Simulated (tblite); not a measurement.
C₅H₇NOSi₂.
SMILES with atom numbers: `[H]/[N:7]=[CH:6]\[C:5]1=[CH:4][Si@@H:3]([C:2]#[CH:1])[O:9][SiH2:8]1` (hydrogens: H10 on C1; H11 on Si3; H12 on C4; H13 on C6; H14 on N7; H15, H16 on Si8)

Computed with GFN2-xTB (tblite), gas phase: L-BFGS steps from a force-field or distance-geometry start until the largest atomic force falls under 0.01 eV/Å.

Geometry at step 11:
```
atom  x, y, z in Å
C1      3.9831   -1.1164   -0.6994
C2      3.0160   -0.4741   -0.3809
Si3     1.5391    0.3529    0.3829
C4      0.0935   -0.7982    0.8018
C5     -1.0959   -0.2436    0.5167
C6     -2.3673   -0.9123    0.7041
N7     -3.4977   -0.4183    0.4408
Si8    -0.9016    1.5089   -0.2125
O9      0.6712    1.3168   -0.6365
H10     4.8303   -1.6643   -1.0200
H11     1.8892    1.2569    1.4914
H12     0.1809   -1.7973    1.2045
H13    -2.3459   -1.9301    1.1005
H14    -3.4772    0.5318    0.0586
H15    -0.8198    2.4976    0.8734
H16    -1.7053    1.8986   -1.3692
```

Question: Give the atomic forces at this geometry.

Answer: 
```tsv
atom	Fx (eV/Å)	Fy (eV/Å)	Fz (eV/Å)
C1	-0.058	0.034	-0.025
C2	-0.164	-0.024	0.073
Si3	0.123	0.040	-0.068
C4	0.150	-0.004	0.010
C5	0.102	0.061	-0.066
C6	0.014	0.140	-0.003
N7	-0.277	-0.099	-0.009
Si8	0.100	0.030	0.078
O9	0.166	0.080	-0.102
H10	-0.176	0.156	0.040
H11	0.130	-0.243	-0.044
H12	-0.023	-0.012	0.068
H13	-0.075	0.144	-0.044
H14	0.077	-0.169	0.119
H15	-0.317	-0.028	-0.099
H16	0.230	-0.105	0.072
```

The largest, 0.33 eV/Å, acts on H15; the rms over all components is 0.118 eV/Å. The forces sum to zero within rounding, as they must for an isolated molecule in no field.

Question: Give the force on H15 in Eh/bohr and in nN.

Answer: 0.333 eV/Å ÷ 51.422 = 0.00648 Eh/bohr, and 0.333 eV/Å × 1.602 = 0.53 nN.

Question: How far is this geometry from the end of the optimisation?

Answer: 0.277 eV above it, and 0.517 Å rms away after alignment. The bonds farthest from their final lengths, with half the difference of the two atoms' forces along the bond (positive lengthens):

```tsv
bond	now (Å)	final (Å)	force along bond (eV/Å)
Si3–H11	1.473	1.457	-0.08
Si8–H15	1.471	1.459	-0.10
C2–Si3	1.857	1.849	-0.13
C5–Si8	1.908	1.901	-0.04
C1–H10	1.059	1.052	-0.09
Si3–C4	1.895	1.889	+0.01
```

The angle farthest from its final value is C1–C2–Si3, 170.2° against 179.3°.

Of the 2 listed bonds off by 0.010 Å or more, this force points towards the final length in 2.

The cost below is that of the whole relaxation. On Arm Neoverse N1, one thread (shared host), this took 1.6 s of wall time.
